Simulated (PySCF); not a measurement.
An unknown shows these calculated signals:

¹H NMR (400 MHz, computed): δ 6.66 (m, 1H), 5.03 (s, 3H), 4.75 (m, 1H), 4.70 (m, 1H), 4.32 (m, 1H), 3.93 (m, 1H), 0.54 (d, 3H), 0.32 (d, 3H).

¹³C{¹H} NMR (computed): δ -5.7 (CH3), -6.5 (CH3).

[PySCF 2.14.0 with density-fitted response routines: GFN2-xTB geometry; shielding tensors at PBE0/pcSseg-1 (GIAO); gas phase; averaged over atoms made equivalent by symmetry, fast rotation or ring inversion; non-relativistic Hamiltonian; one conformer]

References, each an isolated molecule treated in the same way: TMS for ¹H (σ = 31.72 ppm) and ¹³C (σ = 186.93 ppm).

Which of these does the molecule contain: a Si–H bond, a C≡C triple bond, a ketone, a Si–CH3 group, a nitrile?

## Answers


- A Si–H bond: yes (δH 4.75 (m)).
- A C≡C triple bond: no.
- A ketone: no.
- A Si–CH3 group: yes (δC -6.5; δH 0.54 (d)).
- A nitrile: no.

The data belong to `C[Si@@H]1[Si@@H](C)[Si@@H](O[SiH3])[SiH2]1`, C2H14OSi5; they needn't prove each group on their own.

Carbon signals by region: 2 below 50 ppm.

Shifts are as computed. Against solution values, carbons near 30 ppm lie about +3 ppm off and those near 130 ppm about +5 ppm. Of 1211 compounds with measured shifts, 218 miss one by over three times the rms of a fit or turn the order of signals round; such compounds aren't used in these exercises. Multiplicities follow the n + 1 count of equivalent neighbours, as no J values were calculated; m marks all less simple cases, F and P coupling included.
